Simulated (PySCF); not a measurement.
# How methods differ on the excitation energy of P

P [Ne] 3s2 3p3 (4S) → P [Ne] 3s2 3p2 4s1 (4P), as a difference of total energies. Computed with PySCF 2.14 in x2c-QZVPPall with one added diffuse shell each of s, p, d, f type (10s7p5d3f1g, 86 functions), with the spin-free X2C one-electron Hamiltonian (Gaussian nucleus). Correlated levels: valence and next inner shell: 1s2 frozen. The calculations carry no spin-orbit coupling.

```json
{"method": "UHF", "excitation energy (eV)": "6.817"}
{"method": "MP2 (valence and next inner shell)", "excitation energy (eV)": "7.153"}
{"method": "SCS-MP2 (valence and next inner shell)", "excitation energy (eV)": "7.061"}
{"method": "CCSD (valence and next inner shell)", "excitation energy (eV)": "7.068"}
{"method": "CCSD(T) (valence and next inner shell)", "excitation energy (eV)": "7.085"}
```

Problem. How much does correlation contribute at CCSD(T) (valence and next inner shell)?

Solution. 7.085 − (6.817) = 0.268 eV, measured against UHF.

Errors of the correlated levels include the incompleteness of this basis and the frozen core.

The promoted electron is Rydberg-like, and one or two diffuse shells describe it only roughly, which tends to raise the upper state.

For comparison: 6.967 eV (measured; NIST levels, between the centres of gravity of the two terms).
